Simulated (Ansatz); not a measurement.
```yaml
crystal:
  periodic: [false, false, false]
  atoms:
    - {symbol: C, position_ang: [-3.620998, 0.401690, -0.589490]}
    - {symbol: C, position_ang: [-0.555679, -0.722350, -1.394069]}
    - {symbol: B, position_ang: [2.003122, 0.726615, 0.412426]}
    - {symbol: N, position_ang: [4.076222, -0.867808, 1.992607]}
    - {symbol: Cl, position_ang: [2.346217, 4.641613, 0.470136]}
    - {symbol: H, position_ang: [-5.314455, -0.611439, -1.960991]}
    - {symbol: H, position_ang: [-4.156364, -0.082580, 1.704400]}
    - {symbol: H, position_ang: [-3.766249, 2.782235, -0.873998]}
    - {symbol: H, position_ang: [-0.143671, -0.269490, -3.729718]}
    - {symbol: H, position_ang: [-0.470553, -3.120912, -1.160564]}
    - {symbol: H, position_ang: [5.727848, 0.078634, 3.119599]}
    - {symbol: H, position_ang: [4.043739, -3.077211, 2.084902]}
basis:
  gaussian: {orbitals: def2-SVPD, nuclear_model: gaussian}
hamiltonian: {xc: {name: r2SCANh}, pseudopotentials: {relativity: scalar}}
output: {forces: true}
```

```sh
$ ansatz run in.yaml --threads 4 --pin off --events-out ev --progress --plain --max-ram 10444MiB
```

Shortened log:

```
Functional definition: r2SCANh
1396 factors; their error is unknown
mean field evaluation 1: about -16826.3401 eV, gradient 8.2e1 eV
mean field evaluation 2: about -16040.1852 eV, gradient 2.3e2 eV
mean field evaluation 4: about -16455.4477 eV, gradient 1.6e2 eV
mean field evaluation 8: about -16851.3817 eV, gradient 8.0e0 eV
mean field evaluation 16: about -16852.0509 eV, gradient 9.1e-2 eV
mean field evaluation 32: about -16852.0512 eV, gradient 3.0e-6 eV
mean field -16852.05467616 eV, -619.3015866158 hartree, gradient 6.7e-8 eV, S^2 0.000000; 20 other end points of the search recorded, 0 dependent functions left out
reference -16852.05469844 eV, -619.3015874349 hartree; 24, 24 occupied and 139, 139 virtual orbitals, 1396 factors
Total energy: -16852.05469844 eV, -619.3015874349 hartree
Relativity: scalar
Atom 0 at    -3.620998     0.401690    -0.589490 Å, force    -1.775579     0.700375     0.506574 eV/Å
Atom 1 at    -0.555679    -0.722350    -1.394069 Å, force     0.399182    -1.538714    -1.693696 eV/Å
Atom 2 at     2.003122     0.726615     0.412426 Å, force     0.352605     0.074777     0.382217 eV/Å
Atom 3 at     4.076222    -0.867808     1.992607 Å, force     1.336023    -0.967750     0.773887 eV/Å
Atom 4 at     2.346217     4.641613     0.470136 Å, force    -0.051232    -0.652471    -0.006948 eV/Å
Atom 5 at    -5.314455    -0.611439    -1.960991 Å, force     1.510954     0.875991     1.194861 eV/Å
Atom 6 at    -4.156364    -0.082580     1.704400 Å, force     0.496873     0.417705    -2.033493 eV/Å
Atom 7 at    -3.766249     2.782235    -0.873998 Å, force     0.157621    -2.120179     0.247101 eV/Å
Atom 8 at    -0.143671    -0.269490    -3.729718 Å, force    -0.421011    -0.545547     2.249220 eV/Å
Atom 9 at    -0.470553    -3.120912    -1.160564 Å, force    -0.089375     2.318164    -0.331713 eV/Å
Atom 10 at     5.727848     0.078634     3.119599 Å, force    -2.079266    -1.383539    -1.341307 eV/Å
Atom 11 at     4.043739    -3.077211     2.084902 Å, force     0.163206     2.821187     0.053296 eV/Å
Dipole moment:    -0.092074    -1.410274     0.065007 e Å
```

In this input the geometry is stretched to more than twice its size. The calculation finished and met its thresholds. The result belongs to that input, not to the molecule as meant.
